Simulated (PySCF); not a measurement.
## Stretching NdS

Set-up: basis Nd x2c-SVPall, S x2c-SVPall; spin-free X2C with a Gaussian nucleus; PySCF 2.14. Energies in eV from Nd (4f4 6s2) + S in their ground configurations at the same level. State: quintet, about 3.9 electrons in the 4f shell (Mulliken), real f orbitals that mix terms.

| R (Å) | M06-L |
| --- | --- |
| 2.157 | -4.158 |
| 2.253 | -4.587 |
| 2.325 | -4.749 |
| 2.397 | -4.803 |
| 2.469 | -4.774 |
| 2.565 | -4.635 |

Put a parabola through the three lowest points of the M06-L curve and estimate Re, k and ωe (reduced mass 26.09 u; 1 eV/Å² = 0.16022 mdyn/Å; ωe = 1302.8·√(k/μ) cm⁻¹).

Through R = 2.325, 2.397, 2.469 Å the second-order coefficient is 8.01 eV/Å², so Re ≈ 2.408 Å, k ≈ 2.57 mdyn/Å and ωe ≈ 409 cm⁻¹. A polynomial fit of higher order to the unrounded M06-L energies gives Re = 2.405 Å, k = 2.53 mdyn/Å, ωe = 406 cm⁻¹; anharmonicity and rounding make the difference.

The higher-order fit for each curve: M06-L: Re = 2.405 Å, ωe = 406 cm⁻¹, De = 4.80 eV.

Spin–orbit coupling is left out, which matters for elements this heavy, above all for dissociation energies. Counting both spins, an empty level lies below a filled one in this solution, because spin and occupation are held. With d or f electrons several states lie close, and the lowest PBE0 determinant need not be the measured ground state.
